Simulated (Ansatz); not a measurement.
`CB[SiH2][SiH2]F` → `CB[SiH3]` + `F[SiH]` at 400 K and 1 bar (silylene formation by 1,1-elimination).

Program: Ansatz. Geometries: PBE0-D4/def2-TZVP. ΔE: electronic, gas phase. CCSD(T)/CBS adds triple-zeta CCSD(T) − MP2 to the extrapolated MP2 energy (def2 sets, frozen cores). This one scheme is used for every species. One conformer a species, not always the lowest.

```
          species  CCSD(T)/CBS energy (Eh)  H − E (kJ/mol)  S (J/(mol·K))
`CB[SiH2][SiH2]F`               -745.64685           265.9          444.5
       `CB[SiH3]`               -356.10570           218.4          345.4
         `F[SiH]`               -389.46371            36.4          250.8
```

H − E and S are ideal-gas, rigid-rotor, harmonic terms from PBE0-D4/def2-TZVP, for one conformer and one mirror image of each species. 1 Eh = 2625.50 kJ/mol, R = 8.31446 J/(mol·K).

Question: By hand: ΔE, ΔH, ΔS and ΔG.

Answer: ΔE = (-356.10570) + (-389.46371) − (-745.64685) = 0.07744 Eh = 203.3 kJ/mol. Δ(H − E) = 218.4 + 36.4 − 265.9 = -11.1, so ΔH = 192.2 kJ/mol. ΔS = 345.4 + 250.8 − 444.5 = 151.7 J/(mol·K). ΔG = 192.2 − 400 × (151.7)/1000 = 131.5 kJ/mol.

Question: By hand: the equilibrium constant, and the temperature at which ΔG would vanish if ΔH and ΔS stayed fixed.

Answer: log₁₀ K = −ΔG/(RT ln 10) = -17.2. ΔG = 0 at ΔH/ΔS = 1267 K.

The number of gas molecules changes by +1, which sets the sign of ΔS. A doubt of 5 kJ/mol in ΔE shifts log₁₀ K by 0.7 here. Other conformers and mirror images would add mixing entropy, several J/(mol·K) or more a flexible species. Modes under 60 cm⁻¹, often nearly free rotors, make the harmonic entropy too high. These are equilibria of isolated gas molecules and say nothing of rates. Largest T1 diagnostic: 0.015 (customary marks: 0.02 for closed shells, 0.045 for open ones).
